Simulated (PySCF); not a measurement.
C2H6N, SMILES C[N]C, multiplicity 2. Geometry optimised at PBE-D3(BJ)/def2-TZVP. The isomer is the one that the SMILES or the coordinates give; other isomers of the formula were not compared.

Calculation: PBE-D3(BJ)/def2-TZVP in PySCF.

Harmonic wavenumbers (cm⁻¹): 88, 112, 424, 882, 906, 967, 991, 1162, 1183, 1327, 1348, 1408, 1409, 1429, 1436, 2857, 2867, 2895, 2901, 3033, 3034. Rotational constants (GHz): 39.97, 9.748, 8.687; symmetry number 2.

### Question
Work out the zero-point energy and the ideal-gas rigid-rotor harmonic-oscillator thermochemistry at 298.15 K and 1 atm.

### Answer
ZPE = ½ Σ hcν = ½ × 32659 cm⁻¹ = 46.69 kcal/mol. H − E(el) = 50.33 kcal/mol. Entropy in cal/(mol K): translation 37.28, rotation 20.70, vibration 8.52, spin 1.38, total 67.87. G − E(el) = 30.10 kcal/mol. Cp = 16.19 cal/(mol K). Modes under 150 cm⁻¹ make the vibrational entropy uncertain.
